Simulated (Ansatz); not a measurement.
CH7OSbSi can be A, `C[O][SbH][SiH3]`, or B, `[OH][SbH][CH2][SiH3]`.

Program: Ansatz. Geometries: PBE0-D4/def2-TZVP. ΔE: electronic, gas phase. CCSD(T)/CBS is the MP2 limit (def2-TZVPP, def2-QZVPP) plus CCSD(T) − MP2 in def2-TZVPP, frozen cores. Functionals use def2-TZVPP. B3LYP here is the variant with VWN-RPA as its local correlation; programs differ in this. Elements past krypton have def2 core potentials. For Sb outer-core shells are correlated without core-valence functions, which leaves a few kJ/mol of doubt a bond. One conformer a species, not always the lowest.

Q: Which is lower in electronic energy at CCSD(T)/CBS, and by how much? (An estimate is asked.)

A: Computed: B, by 66.3 kJ/mol.

Q: Give E(B) − E(A) in kJ/mol with LDA (SPW92), B3LYP, CCSD/def2-TZVPP, HF/def2-TZVPP, B3LYP-D4, ωB97M-V, PBE0-D4. (Best estimate.)

A: Ansatz gave: LDA (SPW92) -52.0, B3LYP -47.8, CCSD/def2-TZVPP -63.9, HF/def2-TZVPP -48.2, B3LYP-D4 -52.3, ωB97M-V -63.7, PBE0-D4 -53.6. None reverses the order clearly.

Q: Does the order hold for the free energy at 298.15 K (harmonic terms from PBE0-D4)? (Best estimate.)

A: Computed: Yes: G(B) − G(A) = -64.5 kJ/mol, for one conformer each. Modes under 60 cm⁻¹, often nearly free rotors, make the harmonic entropy too high.

Largest T1 diagnostic: 0.014.

Leaving LDA and LC-ωPBE aside and taking each functional with its dispersion term where it has one, the values, not all of them listed here, spread over 13.7 kJ/mol, from ωB97M-V to BLYP-D4. LDA lies −4.4 kJ/mol from PBE without D4. The D4 term adds −4.5 kJ/mol with B3LYP and −2.2 kJ/mol with PBE0; it sums over pairs of atoms, weighted by their polarisabilities, and B3LYP, whose exchange is more repulsive, gets the larger term.
